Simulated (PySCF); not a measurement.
C₃H₁₀Si, charge +1, doublet, geometry from GFN2-xTB (a state made from the parent by changing its charge; the spin is typed, not shown lowest), with bond 5-1 at 2.2 times its length; B3LYP/STO-3G run with PySCF.

PySCF was given this input:
```python
from pyscf import gto, scf, dft

mol = gto.M(
    atom='''
Si   -0.09004045    0.19550955    0.40782768
C    -0.75572686    1.48807674   -0.85697543
C     1.59996491   -0.20928248   -0.50392491
C    -0.68829051   -1.62051310    0.64814800
H    -0.40526030    1.59144468    3.30503001
H    -0.71155802    1.09867282   -1.87078784
H    -1.79130555    1.69404878   -0.59559516
H    -0.20264979    2.42342105   -0.81968458
H     2.16687217   -0.87585565    0.13653713
H     1.42900590   -0.67939526   -1.46720735
H     2.13212562    0.72584380   -0.63897701
H    -0.64059043   -2.17269530   -0.28685009
H    -1.72028968   -1.57954478    0.98942010
H    -0.10340694   -2.15134165    1.39533344
''',
    basis='sto-3g',
    charge=1,
    spin=1,
    verbose=4,
)

mf = dft.UKS(mol)
mf.xc = 'b3lyp'
mf.kernel()
mo_i, mo_e, stable_i, stable_e = mf.stability(internal=True, external=False, return_status=True, nroots=6, tol=1e-6)
print('internally stable:', stable_i, ' externally stable:', stable_e)
if not stable_i:
    umf = mf.copy()
    umf.scf_summary = {}
    umf.kernel(umf.make_rdm1(mo_i, mf.mo_occ))
mf.analyze()
```

Task: What does PySCF print? Leave out banner, timings and long lists.

Result: 
```
PySCF version 2.14.0

[INPUT] verbose = 4
[INPUT] num. atoms = 14
[INPUT] num. electrons = 41
[INPUT] charge = 1
[INPUT] spin (= nelec alpha-beta = 2S) = 1
[INPUT] symmetry False subgroup None
[INPUT] Mole.unit = angstrom
[INPUT] Symbol           X                Y                Z      unit          X                Y                Z       unit  Magmom
[INPUT]  1 Si    -0.090040450000   0.195509550000   0.407827680000 AA   -0.170151790633   0.369459504237   0.770682621217 Bohr   0.0
[INPUT]  2 C     -0.755726860000   1.488076740000  -0.856975430000 AA   -1.428116790378   2.812057490936  -1.619448858181 Bohr   0.0
[INPUT]  3 C      1.599964910000  -0.209282480000  -0.503924910000 AA    3.023495488814  -0.395486569870  -0.952280067246 Bohr   0.0
[INPUT]  4 C     -0.688290510000  -1.620513100000   0.648148000000 AA   -1.300680558037  -3.062325940270   1.224822208185 Bohr   0.0
[INPUT]  5 H     -0.405260300000   1.591444680000   3.305030010000 AA   -0.765830976159   3.007394587596   6.245601552369 Bohr   0.0
[INPUT]  6 H     -0.711558020000   1.098672820000  -1.870787840000 AA   -1.344649779538   2.076190730304  -3.535276654767 Bohr   0.0
[INPUT]  7 H     -1.791305550000   1.694048780000  -0.595595160000 AA   -3.385076894913   3.201288235854  -1.125511733517 Bohr   0.0
[INPUT]  8 H     -0.202649790000   2.423421050000  -0.819684580000 AA   -0.382952602301   4.579602069006  -1.548979364729 Bohr   0.0
[INPUT]  9 H      2.166872170000  -0.875855650000   0.136537130000 AA    4.094794948242  -1.655127303153   0.258017781534 Bohr   0.0
[INPUT] 10 H      1.429005900000  -0.679395260000  -1.467207350000 AA    2.700429781388  -1.283870971728  -2.772620059449 Bohr   0.0
[INPUT] 11 H      2.132125620000   0.725843800000  -0.638977010000 AA    4.029133484968   1.371645991214  -1.207491548793 Bohr   0.0
[INPUT] 12 H     -0.640590430000  -2.172695300000  -0.286850090000 AA   -1.210540470717  -4.105799069130  -0.542068108907 Bohr   0.0
[INPUT] 13 H     -1.720289680000  -1.579544780000   0.989420100000 AA   -3.250876350116  -2.984907035686   1.869733011140 Bohr   0.0
[INPUT] 14 H     -0.103406940000  -2.151341650000   1.395333440000 AA   -0.195410795979  -4.065446518870   2.636798054047 Bohr   0.0

nuclear repulsion = 168.431289242757
number of shells = 24
number of NR pGTOs = 102
number of NR cGTOs = 34
basis = sto-3g
ecp = {}

******** <class 'pyscf.dft.uks.UKS'> ********
method = UKS
initial guess = minao
damping factor = 0
level_shift factor = 0
DIIS = <class 'pyscf.scf.diis.CDIIS'>
diis_start_cycle = 1
diis_space = 8
diis_damp = 0
SCF conv_tol = 1e-09
SCF conv_tol_grad = None
SCF max_cycles = 50
direct_scf = True
direct_scf_tol = 1e-13
number electrons alpha = 21  beta = 20
XC library pyscf.dft.libxc version 7.1.2
    S. Lehtola, C. Steigemann, M. J. T. Oliveira, and M. A. L. Marques,  SoftwareX 7, 1–5 (2018)
XC functionals = b3lyp
    P. J. Stephens, F. J. Devlin, C. F. Chabalowski, and M. J. Frisch,  J. Phys. Chem. 98, 11623 (1994)
radial grids:
    Treutler-Ahlrichs [JCP 102, 346 (1995); DOI:10.1063/1.469408] (M4) radial grids

becke partition: Becke, JCP 88, 2547 (1988); DOI:10.1063/1.454033
pruning grids: <function nwchem_prune>
grids dens level: 3
symmetrized grids: False
atomic radii adjust function: <function treutler_atomic_radii_adjust>
small_rho_cutoff = 0
Set gradient conv threshold to 3.16228e-05
tot grids = 159616
init E= -404.569325026324

cycle= 1 E= -404.618463436133  delta_E= -0.0491  |g|= 0.285  |ddm|= 2.94
cycle= 2 E= -404.592513521504  delta_E= 0.0259  |g|= 0.355  |ddm|= 1.03
cycle= 3 E= -404.688799239884  delta_E= -0.0963  |g|= 0.0107  |ddm|= 0.547
cycle= 4 E= -404.688881608037  delta_E= -8.24e-05  |g|= 0.00628  |ddm|= 0.0283
cycle= 5 E= -404.688907684107  delta_E= -2.61e-05  |g|= 0.00144  |ddm|= 0.0116
cycle= 6 E= -404.688909469467  delta_E= -1.79e-06  |g|= 0.000167  |ddm|= 0.00277
cycle= 7 E= -404.688909554506  delta_E= -8.5e-08  |g|= 5.46e-05  |ddm|= 0.000768
cycle= 8 E= -404.688909569884  delta_E= -1.54e-08  |g|= 1.66e-05  |ddm|= 0.00044
cycle= 9 E= -404.688909571439  delta_E= -1.56e-09  |g|= 7.82e-06  |ddm|= 0.000139
cycle= 10 E= -404.688909571822  delta_E= -3.83e-10  |g|= 3.73e-06  |ddm|= 7.07e-05
Extra cycle  E= -404.688909571898  delta_E= -7.58e-11  |g|= 2.3e-06  |ddm|= 2.61e-05
converged SCF energy = -404.688909571898  <S^2> = 0.75013411  2S+1 = 2.0001341
uhf_internal: lowest eigs of H = [0.11466516 0.204363   0.21896272 0.25933898 0.34052556 0.39031421]
<class 'pyscf.dft.uks.UKS'> wavefunction is stable in the internal stability analysis
internally stable: True  externally stable: None
**** SCF Summaries ****
Total Energy =                        -404.688909571897511
Nuclear Repulsion Energy =             168.431289242757174
One-electron Energy =                 -881.479525047609968
Two-electron Energy =                  308.359326232955254
Two-electron Coulomb Energy =          348.948579661742883
DFT Exchange-Correlation Energy =      -40.589253428787629
**** MO energy ****
                             alpha | beta                alpha | beta
MO #1   energy= -65.6955037181378  | -65.6953617353418  occ= 1 | 1
MO #2   energy= -10.2093035100417  | -10.2091786366056  occ= 1 | 1
MO #3   energy= -10.2092865019909  | -10.2091615594088  occ= 1 | 1
MO #4   energy= -10.1673855071399  | -10.1674358523209  occ= 1 | 1
MO #5   energy= -5.40799170809074  | -5.40776570035046  occ= 1 | 1
MO #6   energy= -3.71426187255163  | -3.71359788490514  occ= 1 | 1
MO #7   energy= -3.70599433141193  | -3.70590677029336  occ= 1 | 1
MO #8   energy= -3.7046937031621   | -3.70458409720371  occ= 1 | 1
MO #9   energy= -0.899366813931822 | -0.898848155036863 occ= 1 | 1
MO #10  energy= -0.868003469057485 | -0.867576341229091 occ= 1 | 1
MO #11  energy= -0.835997335965387 | -0.835976268229169 occ= 1 | 1
MO #12  energy= -0.654165544019477 | -0.652905666883762 occ= 1 | 1
MO #13  energy= -0.594005634653747 | -0.59358309637689  occ= 1 | 1
MO #14  energy= -0.585260800297548 | -0.585117515139213 occ= 1 | 1
MO #15  energy= -0.580854514528681 | -0.580707801495533 occ= 1 | 1
MO #16  energy= -0.579211159209427 | -0.578852704673479 occ= 1 | 1
MO #17  energy= -0.552692499429672 | -0.552519718743239 occ= 1 | 1
MO #18  energy= -0.551691129867948 | -0.551573662573094 occ= 1 | 1
MO #19  energy= -0.496892175123411 | -0.496093560305128 occ= 1 | 1
MO #20  energy= -0.444695468866344 | -0.444229771788336 occ= 1 | 1
MO #21  energy= -0.42571349396774  | -0.304641940901563 occ= 1 | 0
MO #22  energy= -0.302148121789978 | -0.0566399309725777 occ= 0 | 0
MO #23  energy= -0.04601262910998  | -0.0449282238736698 occ= 0 | 0
MO #24  energy= 0.0751255488446728 | 0.0759341432009526 occ= 0 | 0
MO #25  energy= 0.10879394972534   | 0.109756405045404  occ= 0 | 0
MO #26  energy= 0.249676169002556  | 0.249925644739854  occ= 0 | 0
MO #27  energy= 0.256091522372608  | 0.256442595411893  occ= 0 | 0
MO #28  energy= 0.257710296461433  | 0.257850617197838  occ= 0 | 0
MO #29  energy= 0.26245794636041   | 0.262957145356808  occ= 0 | 0

To work with the spin densities directly, `use mulliken_meta_spin()` only printing them here.

 ** Mulliken spin pop alpha/beta on meta-lowdin orthogonal AOs **
 ** Mulliken Spin Density (per AO)  **
spin_pop of  0 Si 1s        0.00000
spin_pop of  0 Si 2s       -0.00000
spin_pop of  0 Si 3s        0.00218
spin_pop of  0 Si 2px       0.00000
spin_pop of  0 Si 2py      -0.00000
spin_pop of  0 Si 2pz       0.00000
spin_pop of  0 Si 3px       0.00240
spin_pop of  0 Si 3py       0.00477
spin_pop of  0 Si 3pz       0.02263
spin_pop of  1 C 1s       -0.00000
spin_pop of  1 C 2s        0.00073
spin_pop of  1 C 2px       0.00130
spin_pop of  1 C 2py       0.00138
spin_pop of  1 C 2pz       0.00422
spin_pop of  2 C 1s        0.00000
spin_pop of  2 C 2s       -0.00036
spin_pop of  2 C 2px      -0.00193
spin_pop of  2 C 2py      -0.00018
spin_pop of  2 C 2pz      -0.00045
spin_pop of  3 C 1s       -0.00000
spin_pop of  3 C 2s        0.00073
spin_pop of  3 C 2px       0.00115
spin_pop of  3 C 2py       0.00569
spin_pop of  3 C 2pz       0.00006
spin_pop of  4 H 1s        0.95263
spin_pop of  5 H 1s        0.00139
spin_pop of  6 H 1s       -0.00022
spin_pop of  7 H 1s       -0.00023
spin_pop of  8 H 1s        0.00022
spin_pop of  9 H 1s        0.00077
spin_pop of  10 H 1s        0.00022
spin_pop of  11 H 1s        0.00139
spin_pop of  12 H 1s       -0.00022
spin_pop of  13 H 1s       -0.00023
 ** Mulliken Spin Density (per atom)  **
spin density of  0 Si =      0.03198
spin density of  1 C =      0.00763
spin density of  2 C =     -0.00291
spin density of  3 C =      0.00763
spin density of  4 H =      0.95263
spin density of  5 H =      0.00139
spin density of  6 H =     -0.00022
spin density of  7 H =     -0.00023
spin density of  8 H =      0.00022
spin density of  9 H =      0.00077
spin density of  10 H =      0.00022
spin density of  11 H =      0.00139
spin density of  12 H =     -0.00022
spin density of  13 H =     -0.00023
 ** Mulliken pop alpha/beta on meta-lowdin orthogonal AOs **
 ** Mulliken pop       alpha | beta **
pop of  0 Si 1s        1.00000 | 1.00000
pop of  0 Si 2s        0.99982 | 0.99982
pop of  0 Si 3s        0.66724 | 0.66506
pop of  0 Si 2px       0.99927 | 0.99927
pop of  0 Si 2py       0.99907 | 0.99907
pop of  0 Si 2pz       0.99921 | 0.99921
pop of  0 Si 3px       0.39562 | 0.39323
pop of  0 Si 3py       0.34448 | 0.33971
pop of  0 Si 3pz       0.16964 | 0.14700
pop of  1 C 1s        0.99979 | 0.99979
pop of  1 C 2s        0.53723 | 0.53650
pop of  1 C 2px       0.54577 | 0.54447
pop of  1 C 2py       0.53459 | 0.53321
pop of  1 C 2pz       0.50256 | 0.49834
pop of  2 C 1s        0.99979 | 0.99979
pop of  2 C 2s        0.53653 | 0.53689
pop of  2 C 2px       0.53924 | 0.54118
pop of  2 C 2py       0.53545 | 0.53563
pop of  2 C 2pz       0.51917 | 0.51962
pop of  3 C 1s        0.99979 | 0.99979
pop of  3 C 2s        0.53723 | 0.53650
pop of  3 C 2px       0.54663 | 0.54548
pop of  3 C 2py       0.49108 | 0.48540
pop of  3 C 2pz       0.54521 | 0.54514
pop of  4 H 1s        0.95307 | 0.00044
pop of  5 H 1s        0.44666 | 0.44527
pop of  6 H 1s        0.45892 | 0.45914
pop of  7 H 1s        0.45321 | 0.45344
pop of  8 H 1s        0.46495 | 0.46473
pop of  9 H 1s        0.45506 | 0.45429
pop of  10 H 1s        0.46495 | 0.46473
pop of  11 H 1s        0.44666 | 0.44527
pop of  12 H 1s        0.45892 | 0.45914
pop of  13 H 1s        0.45321 | 0.45344
In total            21.00000 | 20.00000
 ** Mulliken atomic charges   ( Nelec_alpha | Nelec_beta ) **
charge of  0Si =      0.88331  (     6.57433      6.54236 )
charge of  1C =     -0.23225  (     3.11994      3.11231 )
charge of  2C =     -0.26328  (     3.13018      3.13310 )
charge of  3C =     -0.23226  (     3.11994      3.11231 )
charge of  4H =      0.04649  (     0.95307      0.00044 )
charge of  5H =      0.10807  (     0.44666      0.44527 )
charge of  6H =      0.08193  (     0.45892      0.45914 )
charge of  7H =      0.09335  (     0.45321      0.45344 )
charge of  8H =      0.07032  (     0.46495      0.46473 )
charge of  9H =      0.09065  (     0.45506      0.45429 )
charge of  10H =      0.07032  (     0.46495      0.46473 )
charge of  11H =      0.10807  (     0.44666      0.44527 )
charge of  12H =      0.08193  (     0.45892      0.45914 )
charge of  13H =      0.09335  (     0.45321      0.45344 )

WARN: System has nonzero charge 1; the dipole moment is origin-dependent.
Location of origin: [0. 0. 0.]

Dipole moment(X, Y, Z, Debye): -0.93253,  1.04256,  2.19499
```
